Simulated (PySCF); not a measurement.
Ga₃O⁺, singlet: structure and spectrum

Level of theory: PySCF, PBE, basis O def2-SVP, Ga def2-SVP (no relativity, density fitting).

The structure is a minimum.

| Quantity | Value |
| --- | --- |
| Point group | D3h |
| Bond lengths | O–Ga 2.007 Å (×3) |
| Bond angles | Ga–O–Ga 120.0° (×3) |
| Rotational constants | 0.04048, 0.04048, 0.02024 cm⁻¹ |
| Dipole moment about the centre of mass | 0.00 D |
| Entropy at 298.15 K and 1 bar | 346.5 J/(mol K) |
| Principal polarisabilities | 65.9, 99.2, 99.2 bohr³ |
| Rotational symmetry number | 6 |
| Heat capacity Cp at 298.15 K | 76.8 J/(mol K) |
| Enthalpy at 298.15 K above 0 K | 18.45 kJ/mol |
| Highest occupied level | -10.71 eV |
| Zero-point energy | 8.5 kJ/mol |
| Principal quadrupole moments (Buckingham, traceless) about the centre of mass | -8.61, 4.30, 4.30 D Å |
| Lowest empty level | -7.04 eV |

Harmonic modes (masses in u: O 15.995, Ga 68.926):
```
symmetry  ω (cm⁻¹)  IR (km/mol, summed over degenerate members)  μ (u)
      e'        79                                          2.3  59.78
    a2''       167                                          1.8  16.93
     a1'       218                                          0.0  68.93
      e'       437                                          604  17.59
```

In D3h the vibrations span 2e' + a2'' + a1'. The a1' mode carries no infrared intensity, as symmetry demands.

Charges (e):
```tsv
atom	Mulliken	Löwdin	polar tensor	Mayer order to O1
O1	-0.62	-0.25	-1.36	–
Ga2,3,4	0.54	0.42	0.79	0.68
```

Mulliken populations on O1: s 3.85, p 4.77, d 0.00.

Only a few start shapes were tried, so a lower isomer may exist.

The final relaxation and frequency run took 18 s on 4 threads of a shared Arm Neoverse V2 host, with 110 basis functions and 8 gradients; the process peaked at 1.1 GiB. Launch command: `OMP_NUM_THREADS=4 python axn.py task.json out`.
